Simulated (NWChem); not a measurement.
System: CH5S cation; SMILES C[SH2+]

Computed with NWChem. Pople sets run with spherical d functions. The geometry was optimised at PBE0/def2-SVP. Core excitations by TDA in a window of 1s orbitals, non-relativistic and unshifted: absolute energies depend strongly on the exact-exchange share.

For level S K edge, B3LYP/def2-TZVP:

```yaml
first 1s excitation (eV): 2417.8
dipole_oscillator_strength_of_the_first: 0.0048
first state with f > 0.002 (eV): 2417.8
dipole_oscillator_strength_of_that_state: 0.0048
```

How do the values read with level C K edge, BHandHLYP/6-311G** instead?


- first 1s excitation (eV) = 284.4
- dipole oscillator strength of the first = 0.0638
- first state with f > 0.002 (eV) = 284.4
- dipole oscillator strength of that state = 0.0638
